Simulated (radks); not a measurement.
The numbers below are computed, except where a source is named.
The neodymium ion Nd3+, configuration [Xe] 4f3.

Level of theory: scalar-relativistic Kohn-Sham, PBE, spin-unpolarised, spherical densities, finite nucleus; Fermi nuclear charge, rms radius 4.9123 fm (a radial shooting solver on a logarithmic mesh with Libxc functionals).

Energy parts (hartree):
| part | energy |
|---|---|
| total | -9622.0268 |
| kinetic | 10240.0108 |
| electron-nucleus | -23305.4971 |
| Hartree | 3664.6324 |
| exchange-correlation | -221.1729 |

Orbitals (lengths in bohr, moments of r in powers of bohr; <r^-3> diverges for s and p1/2):
\begin{tabular}{lrrrr}
orbital & occ. & eigenvalue (hartree) & <r> & <r^-3> \\ \hline
1s & 2 & -1595.950 & 0.02363 & - \\
2s & 2 & -259.0906 & 0.1010 & - \\
2p & 6 & -231.7418 & 0.08880 & 9015 \\
3s & 2 & -57.12289 & 0.2663 & - \\
3p & 6 & -48.49649 & 0.2645 & 1835 \\
3d & 10 & -36.52458 & 0.2418 & 250.5 \\
4s & 2 & -12.26682 & 0.6063 & - \\
4p & 6 & -9.43563 & 0.6416 & 401.2 \\
4d & 10 & -5.40793 & 0.7032 & 45.35 \\
4f & 3 & -1.13130 & 0.9726 & 5.538 \\
5s & 2 & -2.47836 & 1.436 & - \\
5p & 6 & -1.76581 & 1.644 & 59.90 \\
\end{tabular}

The highest occupied level is 4f at -30.784 eV. Summed over all electrons, <r^2> = 37.34 bohr^2, which gives a Langevin (diamagnetic) susceptibility term of -29.6 x 10^-6 cm^3/mol. For comparison, the ionisation energy in NIST's Atomic Spectra Database is 40.60 eV (semi-empirical). In exact Kohn-Sham theory the highest level is minus the ionisation energy, but local and semilocal functionals leave it too shallow, through self-interaction and a potential that decays too fast; potentials with the right tail come closer.

Beside tabulated values, note that spin-unpolarised runs miss the spin-polarisation part of the exchange energy of open shells.
